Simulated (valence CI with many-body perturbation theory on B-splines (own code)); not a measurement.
Which ion has this spectrum?

A relativistic CI+MBPT calculation for an atom or ion with 14 electrons gives these levels (cm⁻¹):

| J | Parity | E | g |
| --- | --- | --- | --- |
| 0 | even | 0 |  |
| 1 | even | 14909 | 1.50 |
| 2 | even | 27404 | 1.43 |
| 2 | even | 62999 | 1.07 |
| 0 | even | 112007 |  |
| 2 | odd | 254469 | 1.99 |
| 1 | odd | 335390 | 0.56 |
| 2 | odd | 335694 | 1.20 |
| 3 | odd | 340779 | 1.33 |
| 0 | odd | 384207 |  |
| 1 | odd | 385618 | 1.45 |
| 2 | odd | 386732 | 1.43 |
| 2 | odd | 422896 | 1.04 |
| 1 | odd | 478494 | 1.74 |

The energies are calculated, with errors of perhaps 200 cm⁻¹, more in some levels.

Which is it?
A. Ni14+
B. Cu15+
C. Ga17+
D. Mn11+

A. Ni14+, ground level 3s2.3p2 3P_0.
